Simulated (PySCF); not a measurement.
C₃H₈GaN.
SMILES with atom numbers: `[CH3:1][C:2]#[N+:3][GaH2-:4][CH3:5]` (hydrogens: H6, H7, H8 on C1; H9, H10 on Ga4; H11, H12, H13 on C5)

All values: CAM-B3LYP/def2-SVPD (PySCF, non-relativistic), on one gas-phase PBE0-D3(BJ)/def2-SVP geometry that isn't relaxed in the solvent. The solvent is an IEF-PCM continuum (cavity from Bondi-type radii × 1.2), and excitations are vertical TDDFT with non-equilibrium linear response and a frozen core. The model holds no explicit solvent molecules, cavitation or dispersion. Spin–orbit coupling is left out although an atom past zinc is present.

Gas-phase singlets (H = HOMO, L = LUMO):

```json
{"state": "S1", "E (eV)": "6.287", "λ (nm)": "197", "f": "0.000", "leading configurations": "H→L+2 71%, H-1→L+1 23%"}
{"state": "S2", "E (eV)": "6.304", "λ (nm)": "197", "f": "0.045", "leading configurations": "H→L+1 77%, H-1→L+2 13%"}
{"state": "S3", "E (eV)": "6.323", "λ (nm)": "196", "f": "0.007", "leading configurations": "H-1→L+1 69%, H→L+2 24%"}
{"state": "S4", "E (eV)": "6.537", "λ (nm)": "190", "f": "0.135", "leading configurations": "H-1→L+2 78%"}
{"state": "S5", "E (eV)": "6.651", "λ (nm)": "186", "f": "0.040", "leading configurations": "H→L 68%, H→L+4 14%"}
```

**Question.** How does the list change in cyclohexane (ε = 2.017)?

**Answer.** 
| state | E (eV) | λ (nm) | f | leading configurations | change by rank (eV) |
| --- | --- | --- | --- | --- | --- |
| S1 | 6.650 | 186 | 0.126 | H→L+1 66%, H→L 20% | +0.363 |
| S2 | 6.722 | 184 | 0.008 | H-1→L+1 78% | +0.418 |
| S3 | 6.730 | 184 | 0.001 | H→L+2 91% | +0.407 |
| S4 | 6.902 | 180 | 0.050 | H→L+4 29%, H-1→L+2 25% | +0.365 |
| S5 | 6.990 | 177 | 0.040 | H-1→L+2 43%, H→L 34% | +0.339 |

**Question.** The ground-state energy changes by -0.189 eV from gas to cyclohexane. By how much does the total energy of gas-phase S3 change?

**Answer.** E(S3) = E(S0) + excitation energy, so it changes by -0.189 + 0.399 = +0.210 eV: it isn't lowered at all, while the ground state is. This is the vertical state, with the slow part of the continuum still set for S0.

**Question.** How do the frontier levels move from gas to cyclohexane?

**Answer.** 
```
orbital  gas (eV)  solvent (eV)  change (eV)
 LUMO+2      0.68          0.95        +0.27
 LUMO+1      0.65          0.91        +0.26
   LUMO      0.38          0.74        +0.36
   HOMO     -8.27         -8.49        -0.22
 HOMO-1     -8.43         -8.72        -0.29
 HOMO-2    -11.23        -11.40        -0.17
 HOMO-3    -11.65        -11.81        -0.16
```

The HOMO–LUMO gap goes from 8.65 to 9.24 eV.
